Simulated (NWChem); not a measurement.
System: CH$_{4}$BeOS; SMILES C[O][Be][SH]

Here is an NWChem input.

```
start job
memory heap 200 mb stack 900 mb global 1100 mb
geometry units angstroms noautoz
  Be     0.030838    -0.144791     0.070405
  O      0.024023     1.245003     0.028196
  C      0.012955     2.618181    -0.003058
  H      0.075723     3.041935     1.014890
  H      0.865803     3.010380    -0.584692
  H     -0.913539     2.997786    -0.468818
  S      0.071478    -2.054434     0.134956
  H     -1.237587    -2.162063    -0.188993
end
basis spherical
  Be library def2-svp
  O library def2-svp
  C library def2-svp
  H library def2-svp
  S library def2-svp
end
dft
  xc m06-2x
  iterations 150
  mulliken
end
task dft gradient
```

Output (shortened):

```
             Northwest Computational Chemistry Package (NWChem) 7.3.0
             --------------------------------------------------------

 C1  symmetry detected

                             Geometry "geometry" -> ""
                             -------------------------

 Output coordinates in angstroms (scale by  1.889725989 to convert to a.u.)

  No.       Tag          Charge          X              Y              Z
 ---- ---------------- ---------- -------------- -------------- --------------
    1 Be                   4.0000     0.02200436    -0.12150010    -0.00205089
    2 O                    8.0000     0.01871927     1.26894452    -0.00494214
    3 C                    6.0000     0.01379561     2.64248867     0.00338626
    4 H                    1.0000     0.32504311     3.03761526     0.98660819
    5 H                    1.0000     0.70441376     3.04803117    -0.75690955
    6 H                    1.0000    -0.99410209     3.03776228    -0.21415564
    7 S                   16.0000     0.05844911    -2.03231642     0.00070799
    8 H                    1.0000    -1.29108584    -2.12683374     0.00055223

 Effective nuclear repulsion energy (a.u.)     116.1358662086

                                 NWChem DFT Module
                                 -----------------

 Summary of "ao basis" -> "ao basis" (spherical)
 ------------------------------------------------------------------------------
       Tag                 Description            Shells   Functions and Types
 ---------------- ------------------------------  ------  ---------------------
 Be                         def2-svp                 5        9   3s2p
 O                          def2-svp                 6       14   3s2p1d
 C                          def2-svp                 6       14   3s2p1d
 H                          def2-svp                 3        5   2s1p
 S                          def2-svp                 8       18   4s3p1d

            General Information
            -------------------
          SCF calculation type: DFT
          Wavefunction type:  closed shell.
          No. of atoms     :     8
          No. of electrons :    38
           Alpha electrons :    19
            Beta electrons :    19
          Charge           :     0
          Spin multiplicity:     1
          Use of symmetry is: off; symmetry adaption is: off
          Maximum number of iterations: 150
          AO basis - number of functions:    75
                     number of shells:    37
          Convergence on energy requested:  1.00D-06
          Convergence on density requested:  1.00D-05
          Convergence on gradient requested:  5.00D-04

              XC Information
              --------------
                       M06-2X Method XC Functional
                     Hartree-Fock (Exact) Exchange  0.540
                        M06-2X Exchange Functional  1.000
                      M06-2X Correlation Potential  1.000

             Grid Information
             ----------------
          Grid used for XC integration:  medium
          Radial quadrature: Mura-Knowles
          Angular quadrature: Lebedev.
          Tag              B.-S. Rad. Rad. Pts. Rad. Cut. Ang. Pts.
          ---              ---------- --------- --------- ---------
          Be                  1.05       49          10.0       434
          O                   0.60       49          10.0       434
          C                   0.70       49          12.0       434
          H                   0.35       45          13.0       434
          S                   1.00       88          12.0       590
          Grid pruning is: on
          Number of quadrature shells:   415
          Spatial weights used:  Erf1

      Superposition of Atomic Density Guess
      -------------------------------------

 Sum of atomic energies:        -526.21412575

      Non-variational initial energy
      ------------------------------

 Total energy =    -527.695806
 1-e energy   =    -953.729665
 2-e energy   =     309.897992
 HOMO         =      -0.333747
 LUMO         =      -0.008521

     ---------------------------------------------
      Total Density - Mulliken Population Analysis
     ---------------------------------------------

    Atom       Charge   Shell Charges
 -----------   ------   -------------------------------------------------------
    1 Be   4     3.21   1.99  0.44  0.07  0.62  0.08
    2 O    8     8.94   1.99  1.10  0.62  3.18  2.04  0.01
    3 C    6     5.84   1.99  0.91  0.22  1.84  0.83  0.05
    4 H    1     0.93   0.69  0.22  0.02
    5 H    1     0.93   0.69  0.22  0.02
    6 H    1     0.93   0.69  0.22  0.02
    7 S   16    16.44   2.00  1.99  1.20  0.61  5.94  1.82  2.85  0.02
    8 H    1     0.77   0.56  0.18  0.03

   convergence    iter        energy       DeltaE   RMS-Dens  Diis-err
 ---------------- ----- ----------------- --------- --------- ---------
 d= 0,ls=0.0,diis     1   -528.3875455266 -6.45D+02  1.18D-02  5.57D-01
 d= 0,ls=0.0,diis     2   -528.3953493174 -7.80D-03  5.33D-03  7.53D-01
 d= 0,ls=0.0,diis     3   -528.4640449412 -6.87D-02  1.06D-03  1.03D-02
 d= 0,ls=0.0,diis     4   -528.4651981746 -1.15D-03  4.08D-04  1.25D-03
 d= 0,ls=0.0,diis     5   -528.4653894623 -1.91D-04  9.59D-05  3.45D-05
  Resetting Diis
 d= 0,ls=0.0,diis     6   -528.4653963806 -6.92D-06  2.84D-05  3.41D-06
 d= 0,ls=0.0,diis     7   -528.4653971225 -7.42D-07  6.95D-06  1.23D-07

         Total DFT energy =     -528.465397122523
      One electron energy =     -957.563617204469
           Coulomb energy =      357.016527746909
    Exchange-Corr. energy =      -44.054173873584
 Nuclear repulsion energy =      116.135866208622

 Numeric. integr. density =       37.999994116204

                       DFT Final Molecular Orbital Analysis
                       ------------------------------------

 Vector   17  Occ=2.000000D+00  E=-3.721496D-01
              MO Center=  1.1D-01,  1.6D+00,  6.4D-02, r^2= 2.3D+00
   Bfn.  Coefficient  Atom+Function         Bfn.  Coefficient  Atom+Function
  ----- ------------  ---------------      ----- ------------  ---------------
    15      0.481626  2 O  pz                18      0.380809  2 O  pz
    38     -0.251221  4 H  s                 29     -0.245990  3 C  pz
    43      0.198757  5 H  s                  6     -0.169907  1 Be pz
    39     -0.138993  4 H  s                 44      0.109756  5 H  s
    32     -0.092972  3 C  pz                65      0.085897  7 S  pz

 Vector   18  Occ=2.000000D+00  E=-3.639086D-01
              MO Center=  5.7D-02, -2.1D-01, -3.3D-02, r^2= 5.3D+00
   Bfn.  Coefficient  Atom+Function         Bfn.  Coefficient  Atom+Function
  ----- ------------  ---------------      ----- ------------  ---------------
    13      0.354215  2 O  px                64      0.318654  7 S  py
    16      0.292586  2 O  px                61      0.267153  7 S  py
    56     -0.189798  7 S  s                 48      0.180548  6 H  s
     5      0.178569  1 Be py                27     -0.168130  3 C  px
    63     -0.156597  7 S  px                55     -0.153210  7 S  s

 Vector   19  Occ=2.000000D+00  E=-3.039650D-01
              MO Center=  3.8D-02, -1.7D+00,  3.3D-03, r^2= 2.3D+00
   Bfn.  Coefficient  Atom+Function         Bfn.  Coefficient  Atom+Function
  ----- ------------  ---------------      ----- ------------  ---------------
    65      0.626371  7 S  pz                62      0.423050  7 S  pz
    59      0.241450  7 S  pz                18     -0.149090  2 O  pz
    15     -0.145862  2 O  pz                 6     -0.083147  1 Be pz
     9      0.062826  1 Be pz                38      0.056538  4 H  s
    43     -0.043890  5 H  s                 29      0.043018  3 C  pz

 Vector   20  Occ=0.000000D+00  E= 2.270553D-02
              MO Center= -2.2D-02, -2.8D-01,  1.3D-03, r^2= 6.7D+00
   Bfn.  Coefficient  Atom+Function         Bfn.  Coefficient  Atom+Function
  ----- ------------  ---------------      ----- ------------  ---------------
     3      1.425406  1 Be s                 56     -0.670378  7 S  s
    26     -0.357430  3 C  s                 12     -0.269689  2 O  s
    64     -0.246029  7 S  py                72      0.245536  8 H  s
     2     -0.230516  1 Be s                 63      0.189548  7 S  px
    55     -0.168308  7 S  s                 54      0.137767  7 S  s

 Vector   21  Occ=0.000000D+00  E= 4.433526D-02
              MO Center= -2.8D-01, -1.1D-01, -2.2D-02, r^2= 4.8D+00
   Bfn.  Coefficient  Atom+Function         Bfn.  Coefficient  Atom+Function
  ----- ------------  ---------------      ----- ------------  ---------------
     7      0.777978  1 Be px                72      0.471912  8 H  s
     4     -0.380734  1 Be px                49     -0.284230  6 H  s
    16     -0.258804  2 O  px                56     -0.258478  7 S  s
     3     -0.219717  1 Be s                 13     -0.202156  2 O  px
    71      0.193703  8 H  s                 30     -0.184159  3 C  px

[...]

                         DFT ENERGY GRADIENTS

    atom               coordinates                        gradient
                 x          y          z           x          y          z
   1 Be      0.041582  -0.229602  -0.003876   -0.000106  -0.000789  -0.000013
   2 O       0.035374   2.397957  -0.009339    0.000072   0.004332   0.000048
   3 C       0.026070   4.993580   0.006399   -0.000014  -0.006467  -0.000042
   4 H       0.614242   5.740261   1.864419    0.000407   0.001109   0.001295
   5 H       1.331149   5.759944  -1.430352    0.000908   0.001097  -0.001011
   6 H      -1.878581   5.740538  -0.404695   -0.001319   0.001079  -0.000275
   7 S       0.110453  -3.840521   0.001338    0.001823  -0.000301  -0.000001
   8 H      -2.439798  -4.019133   0.001044   -0.001772  -0.000060  -0.000002
```

Level: M06-2X/def2-SVP. Coordinates come from a PBE0/def2-SVP optimisation.
